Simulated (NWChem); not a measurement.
## Ionisation of AlN

SMILES: [N]=[Al]
```xyz
2

Al     0.0000     0.0000     0.6284
N      0.0000     0.0000    -1.1670
```
Charge 0, spin multiplicity 3.

All runs are NWChem calculations. All single points use one geometry, from UPBE0/def2-SVP, a minimum by its harmonic frequencies.

Basis set: def2-TZVPD. −ε marks an orbital energy of the parent.

B3LYP has NWChem's definition, with VWN1-RPA local correlation. This spin state was chosen for the runs; another may lie lower. The structure started from a generated list of species. The unpaired electrons of the parent sit in orbitals of symmetry a1 and b2 (C2v labels of the run); other states weren't searched. The stability of the SCF solutions was not checked.

**Question.** One of these methods gave a first vertical ionisation energy of 7.74 eV. Which?
(A) G0W0@PBE
(B) −ε(beta HOMO) of BLYP
(C) G0W0@PBE0
(D) −ε(beta HOMO) of B3LYP

**Answer.** A, G0W0@PBE. The others give 5.22 (−ε(beta HOMO) of BLYP), 6.32 (−ε(beta HOMO) of B3LYP), 8.29 (G0W0@PBE0).
